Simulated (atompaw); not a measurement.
**An all-electron radial function and its pseudo partner (Hg (Z = 80))**

Columns: radius, all-electron u(r) and pseudo u(r) of the 5s shell (level -137.40 eV) of mercury in the configuration [Kr] 4d10 4f14 5s2 5p6 5d10 6s0 6p0; PBE, scalar-relativistic, PAW (atompaw) scheme, atompaw 4.2.0.5.

```tsv
r (bohr)	all-electron	pseudo
0.083	0.0724	0.2381
0.165	0.3584	0.4642
0.248	-0.4322	0.6752
0.331	-0.7022	0.8603
0.413	-0.3714	1.0117
0.496	0.1826	1.1287
0.579	0.6855	1.2066
0.662	1.0322	1.2451
0.744	1.2140	1.2461
0.827	1.2671	1.2130
0.910	1.2285	1.1507
0.992	1.1356	1.0663
1.075	1.0133	0.9646
1.158	0.8816	0.8536
1.240	0.7541	0.7412
1.323	0.6345	0.6303
1.406	0.5277	0.5272
1.488	0.4360	0.4363
1.571	0.3567	0.3568
1.654	0.2901	0.2901
1.737	0.2347	0.2347
1.819	0.1896	0.1896
1.902	0.1522	0.1522
1.985	0.1218	0.1218
2.067	0.0974	0.0974
2.150	0.0776	0.0776
```

(1) How many radial nodes do the two functions have?

(2) At about which radius was the pseudo-wave matched?

(3) Is the pseudo-wave norm-conserving?

## Answers

(1) The all-electron 5s function has n − l − 1 = 4 (the table is too coarse to show those close to the nucleus); the pseudo-wave has 0, since the states of the same l below it are removed with the core.

(2) 1.65 bohr. The columns agree to 0.0005 from 1.41 bohr on; several derivatives are matched, so the curves merge somewhat inside the radius.

(3) No, it belongs to a PAW set: the norm inside the radius is not constrained, and the difference is carried by the augmentation charge.
